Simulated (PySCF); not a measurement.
C₂H₁₁OPSi₂.
Geometry (PBE0-D3(BJ)/def2-SVP, Å), atoms numbered from 1 in this order:
```xyz
17
C2H11OPSi2 angstrom
C     -1.4779   -0.1749   -1.0164
C     -1.4845    0.0182    0.4843
O     -0.1749   -0.0039    1.0109
Si     0.5996   -1.3430    1.6333
P      2.8216   -1.0285    1.5443
Si     2.7549    0.2671   -0.3180
H     -2.4999   -0.1188   -1.4216
H     -0.8687    0.6028   -1.5008
H     -1.0561   -1.1554   -1.2869
H     -1.9240    0.9963    0.7417
H     -2.1201   -0.7495    0.9666
H      0.2637   -2.5525    0.8170
H      0.1917   -1.5944    3.0497
H      2.8181    0.0674    2.4620
H      2.0585    1.5703   -0.1246
H      4.1641    0.5308   -0.7412
H      2.0784   -0.5212   -1.3919
```

The calculation used TDDFT CAM-B3LYP/def2-SVPD, vertical, gas phase, core orbitals frozen in the response (PySCF).

Orbital energies (eV): HOMO-3 -10.24, HOMO-2 -9.77, HOMO-1 -9.54, HOMO -8.64, LUMO 0.76, LUMO+1 1.05, LUMO+2 1.13.

Question: Among the lowest singlets, which states do these configurations lead, and at what energies: HOMO→LUMO+2, HOMO→LUMO+1, HOMO→LUMO?

Answer: 

```
state  leading configuration  weight  Δε (eV)  E (eV)  E − Δε (eV)      f      other configurations
   S1              HOMO→LUMO    0.64     9.40    6.18        -3.22  0.015  H→L+1 (11%), H→L+4 (10%)
   S2            HOMO→LUMO+1    0.76     9.69    6.50        -3.18  0.046                 H→L (15%)
   S3            HOMO→LUMO+2    0.67     9.77    6.71        -3.07  0.036                         –
```

E − Δε runs from -3.22 to -3.07 eV. Among themselves, these states come in the order of their orbital differences. Δε is the difference of the two orbital energies.

H and L stand for HOMO and LUMO. The other states: S4 7.09 eV, f 0.053, H→L+3 (35%), H→L+4 (18%), H-1→L (17%); S5 7.25 eV, f 0.085, H-1→L (47%), H→L+3 (15%), H→L+5 (9%); S6 7.35 eV, f 0.0006, H-2→L (32%), H→L+5 (23%), H-1→L+1 (14%); S7 7.43 eV, f 0.022, H-1→L+1 (33%), H→L+5 (18%), H-2→L+1 (17%); S8 7.54 eV, f 0.143, H-2→L (31%), H→L+5 (15%), H-1→L+1 (8%); S9 7.72 eV, f 0.093, H-1→L+2 (35%), H→L+3 (11%), H→L+7 (8%); S10 7.78 eV, f 0.0047, H→L+4 (14%), H→L+3 (11%), H-1→L+1 (10%).

Triplets (Tamm–Dancoff): T1 5.49 eV, H→L (56%), H→L+4 (14%), H→L+1 (11%); T2 5.70 eV, H→L+2 (30%), H→L+1 (30%), H→L (11%); T3 6.27 eV, H→L+1 (39%), H→L+2 (35%); T4 6.47 eV, H-1→L (30%), H→L+3 (28%).

Summed over the main configurations (up to three a state, each over 8%) of all 10 singlets, the electron leaves HOMO with weight 4.20, HOMO-1 with weight 1.65 and HOMO-2 with weight 0.81.

The vertical ionisation energy (ΔSCF) is 9.33 eV, 1.54 eV above S10.

Time: 4.8 min of wall time. Hardware: Arm Neoverse V1, one thread, on a shared host.

One conformer stands for the species.
